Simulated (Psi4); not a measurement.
C₂H₂F₃ (SMILES [CH2]C(F)(F)F), doublet, at a GFN2-xTB geometry, atoms displaced at random by about 0.03 Å a coordinate; TPSS/STO-3G, gradient in Psi4.

Psi4 was given this input:
```
memory 2 GB

molecule {
0 2
  C     1.46930593   -0.29936017   -0.00729499
  C     0.02603663    0.01146099   -0.00554947
  F    -0.62716305   -0.64092842   -0.93245009
  F    -0.20259050    1.32624464   -0.21793278
  F    -0.57269551   -0.36610710    1.13733167
  H     1.77050663   -1.36607322    0.02771511
  H     2.17896565    0.41266893   -0.07299019
symmetry c1
no_reorient
no_com
}

set basis sto-3g
set reference uks

gradient('tpss')
print_variables()
```

Task: Predict the main parts of the log of this Psi4 run.

Result: 
```
gradient() will perform analytic gradient computation.

   => Loading Basis Set <=

    Name: STO-3G
    Role: ORBITAL
    Keyword: BASIS

         ---------------------------------------------------------
                                   SCF
               by Justin Turney, Rob Parrish, Andy Simmonett
                          and Daniel G. A. Smith
                              UKS Reference
         ---------------------------------------------------------

  ==> Geometry <==

    Molecular point group: c1
    Full point group: C1

    Geometry (in Angstrom), charge = 0, multiplicity = 2:

       Center              X                  Y                   Z               Mass
    ------------   -----------------  -----------------  -----------------  -----------------
         C            1.469305930000    -0.299360170000    -0.007294990000    12.000000000000
         C            0.026036630000     0.011460990000    -0.005549470000    12.000000000000
         F           -0.627163050000    -0.640928420000    -0.932450090000    18.998403162730
         F           -0.202590500000     1.326244640000    -0.217932780000    18.998403162730
         F           -0.572695510000    -0.366107100000     1.137331670000    18.998403162730
         H            1.770506630000    -1.366073220000     0.027715110000     1.007825032230
         H            2.178965650000     0.412668930000    -0.072990190000     1.007825032230

  Running in c1 symmetry.

  Rotational constants: A =      0.18979  B =      0.18819  C =      0.17545 [cm^-1]
  Rotational constants: A =   5689.66692  B =   5641.91565  C =   5259.75673 [MHz]
  Nuclear repulsion =  192.990161875322372

  Charge       = 0
  Multiplicity = 2
  Electrons    = 41
  Nalpha       = 21
  Nbeta        = 20

  ==> Algorithm <==

  SCF Algorithm Type is DF.
  DIIS enabled.
  MOM disabled.
  Fractional occupation disabled.
  Guess Type is SAD.
  Energy threshold   = 1.00e-08
  Density threshold  = 1.00e-08
  Integral threshold = 1.00e-12

  ==> Primary Basis <==

  Basis Set: STO-3G
    Blend: STO-3G
    Number of shells: 17
    Number of basis functions: 27
    Number of Cartesian functions: 27
    Spherical Harmonics?: true
    Max angular momentum: 1

  ==> DFT Potential <==

   => LibXC <=

    Version 7.1.2
    S. Lehtola, C. Steigemann, M. J. T. Oliveira, and M. A. L. Marques,  SoftwareX 7, 1–5 (2018) (10.1016/j.softx.2017.11.002)

   => Composite Functional: TPSS <=

    TPSS Meta-GGA XC Functional

    J. Tao, et al., Phys. Rev. Lett., 91, 146401, 2003

    Deriv               =              1
    GGA                 =           TRUE
    Meta                =           TRUE

    Exchange Hybrid     =          FALSE
    MP2 Hybrid          =          FALSE

   => Exchange Functionals <=

    1.0000   XC_MGGA_X_TPSS

   => Correlation Functionals <=

    1.0000   XC_MGGA_C_TPSS

   => LibXC Density Thresholds  <==

    XC_MGGA_C_TPSS:  1.00E-15
    XC_MGGA_X_TPSS:  1.00E-15

   => Molecular Quadrature <=

    Radial Scheme          =       TREUTLER
    Pruning Scheme         =           NONE
    Nuclear Scheme         =       TREUTLER

    Blocking Scheme        =         OCTREE
    BS radius alpha        =              1
    Pruning alpha          =              1
    Radial Points          =             75
    Spherical Points       =            302
    Total Points           =         149795
    Total Blocks           =           1174
    Max Points             =            256
    Max Functions          =             25
    Weights Tolerance      =       1.00E-15

   => Loading Basis Set <=

    Name: (STO-3G AUX)
    Role: JKFIT
    Keyword: DF_BASIS_SCF

  ==> Integral Setup <==

  SCF_SUBTYPE=INCORE selected. In-core MEM_DF algorithm will be used.
  Using in-core AOs.

  ==> MemDFJK: Density-Fitted J/K Matrices <==

    J tasked:                   Yes
    K tasked:                    No
    wK tasked:                   No
    Algorithm:                 Core
    Schwarz Cutoff:           1E-12
    Mask sparsity (%):       1.6461
    Fitting Condition:        1E-10

   => Auxiliary Basis Set <=

  Basis Set: (STO-3G AUX)
    Blend: DEF2-UNIVERSAL-JKFIT
    Number of shells: 137
    Number of basis functions: 417
    Number of Cartesian functions: 497
    Spherical Harmonics?: true
    Max angular momentum: 4

  Minimum eigenvalue in the overlap matrix is 2.2875137902E-01.
  Reciprocal condition number of the overlap matrix is 1.0725642667E-01.
    Using symmetric orthogonalization.

  ==> Pre-Iterations <==

  SCF Guess: Superposition of Atomic Densities via on-the-fly atomic UHF (no occupation information).

   -------------------------
    Irrep   Nso     Nmo
   -------------------------
     A         27      27
   -------------------------
    Total      27      27
   -------------------------

  ==> Iterations <==

                           Total Energy        Delta E     RMS |[F,P]|

   @DF-UKS iter SAD:  -370.38893398094189   -3.70389e+02   0.00000e+00
   @DF-UKS iter   1:  -371.54578053014274   -1.15685e+00   1.22782e-02 ADIIS/DIIS
   @DF-UKS iter   2:  -371.52239637228024    2.33842e-02   1.51276e-02 ADIIS/DIIS
   @DF-UKS iter   3:  -371.61540233447408   -9.30060e-02   1.04240e-03 ADIIS/DIIS
   @DF-UKS iter   4:  -371.61597642330418   -5.74089e-04   3.88972e-04 ADIIS/DIIS
   @DF-UKS iter   5:  -371.61605713267772   -8.07094e-05   1.61509e-04 ADIIS/DIIS
   @DF-UKS iter   6:  -371.61607119882746   -1.40661e-05   6.82480e-05 DIIS
   @DF-UKS iter   7:  -371.61607407262653   -2.87380e-06   1.08320e-05 DIIS
   @DF-UKS iter   8:  -371.61607413563013   -6.30036e-08   6.28361e-06 DIIS
   @DF-UKS iter   9:  -371.61607415707249   -2.14424e-08   1.31791e-06 DIIS
   @DF-UKS iter  10:  -371.61607415821123   -1.13874e-09   1.28172e-07 DIIS
   @DF-UKS iter  11:  -371.61607415822914   -1.79057e-11   1.79434e-08 DIIS
   @DF-UKS iter  12:  -371.61607415822908    5.68434e-14   3.77991e-09 DIIS
  Energy and wave function converged.

[...]
    DOCC [    20 ]
    SOCC [     1 ]
    NA   [    21 ]
    NB   [    20 ]

  @DF-UKS Final Energy:  -371.61607415822908

   => Energetics <=

    Nuclear Repulsion Energy =            192.9901618753223715
    One-Electron Energy =                -901.4944241777998286
    Two-Electron Energy =                 380.2756151706801688
    DFT Exchange-Correlation Energy =     -43.3874270264318582
    Empirical Dispersion Energy =           0.0000000000000000
    VV10 Nonlocal Energy =                  0.0000000000000000
    Total Energy =                       -371.6160741582290825

  UHF NO Occupations:
  HONO-2 :   19  A 1.9995681
  HONO-1 :   20  A 1.9985866
  HONO-0 :   21  A 1.0000000
  LUNO+0 :   22  A 0.0014134
  LUNO+1 :   23  A 0.0004319
  LUNO+2 :   24  A 0.0003282
  LUNO+3 :   25  A 0.0001463

Computation Completed

Properties will be evaluated at   0.000000,   0.000000,   0.000000 [a0]

Properties computed using the SCF density matrix

 Multipole Moments:

 ------------------------------------------------------------------------------------
     Multipole            Electronic (a.u.)      Nuclear  (a.u.)        Total (a.u.)
 ------------------------------------------------------------------------------------

 L = 1.  Multiply by 2.5417464519 to convert [e a0] to [Debye]
 Dipole X            :         -0.2589497            0.5659467            0.3069970
 Dipole Y            :         -0.4547410            0.3629837           -0.0917573
 Dipole Z            :          0.4314407           -0.4531613           -0.0217206
 Magnitude           :                                                    0.3211516

 ------------------------------------------------------------------------------------

         ------------------------------------------------------------
                                   SCF GRAD
                          Rob Parrish, Justin Turney,
                       Andy Simmonett, and Alex Sokolov
         ------------------------------------------------------------

  ==> Geometry <==

    Molecular point group: c1
    Full point group: C1

    Geometry (in Angstrom), charge = 0, multiplicity = 2:

       Center              X                  Y                   Z               Mass
    ------------   -----------------  -----------------  -----------------  -----------------
         C            1.469305930000    -0.299360170000    -0.007294990000    12.000000000000
         C            0.026036630000     0.011460990000    -0.005549470000    12.000000000000
         F           -0.627163050000    -0.640928420000    -0.932450090000    18.998403162730
         F           -0.202590500000     1.326244640000    -0.217932780000    18.998403162730
         F           -0.572695510000    -0.366107100000     1.137331670000    18.998403162730
         H            1.770506630000    -1.366073220000     0.027715110000     1.007825032230
         H            2.178965650000     0.412668930000    -0.072990190000     1.007825032230

  Nuclear repulsion =  192.990161875322372

  ==> Basis Set <==

  Basis Set: STO-3G
    Blend: STO-3G
    Number of shells: 17
    Number of basis functions: 27
    Number of Cartesian functions: 27
    Spherical Harmonics?: true
    Max angular momentum: 1

  ==> DFJKGrad: Density-Fitted SCF Gradients <==

    Gradient:                    1
    J tasked:                  Yes
    K tasked:                   No
    wK tasked:                  No
    Integrals threads:           1
    Schwarz Cutoff:          1E-12
    Fitting Condition:       1E-10

   => Auxiliary Basis Set <=

  Basis Set: (STO-3G AUX)
    Blend: DEF2-UNIVERSAL-JKFIT
    Number of shells: 137
    Number of basis functions: 417
    Number of Cartesian functions: 497
    Spherical Harmonics?: true
    Max angular momentum: 4

  ==> DFT Potential <==

   => LibXC <=

    Version 7.1.2
    S. Lehtola, C. Steigemann, M. J. T. Oliveira, and M. A. L. Marques,  SoftwareX 7, 1–5 (2018) (10.1016/j.softx.2017.11.002)

   => Composite Functional: TPSS <=

    TPSS Meta-GGA XC Functional

    J. Tao, et al., Phys. Rev. Lett., 91, 146401, 2003

    Deriv               =              1
    GGA                 =           TRUE
    Meta                =           TRUE

    Exchange Hybrid     =          FALSE
    MP2 Hybrid          =          FALSE

   => Exchange Functionals <=

    1.0000   XC_MGGA_X_TPSS

   => Correlation Functionals <=

    1.0000   XC_MGGA_C_TPSS

   => LibXC Density Thresholds  <==

    XC_MGGA_C_TPSS:  1.00E-15
    XC_MGGA_X_TPSS:  1.00E-15

   => Molecular Quadrature <=

    Radial Scheme          =       TREUTLER
    Pruning Scheme         =           NONE
    Nuclear Scheme         =       TREUTLER

    Blocking Scheme        =         OCTREE
    BS radius alpha        =              1
    Pruning alpha          =              1
    Radial Points          =             75
    Spherical Points       =            302
    Total Points           =         149795
    Total Blocks           =           1174
    Max Points             =            256
    Max Functions          =             25
    Weights Tolerance      =       1.00E-15

  -Total Gradient:
     Atom            X                  Y                   Z
    ------   -----------------  -----------------  -----------------
       1        0.006590348377     0.087446379616    -0.007458691797
       2       -0.039637205284    -0.022589979278    -0.019937069318
       3        0.058291016921     0.069887611585     0.105355381478
       4        0.008236658801    -0.080191909822     0.006063496025
       5        0.031998156040     0.019246864672    -0.089723709687
       6       -0.000499170495    -0.008138696227     0.000032679046
       7       -0.065064908189    -0.065244310391     0.005660157308

  Variable Map:
  ----------------------------------------------------------------------------
[...]
  Array Variable Map:
  ----------------------------------------------------------------------------
[...]
[...]
```
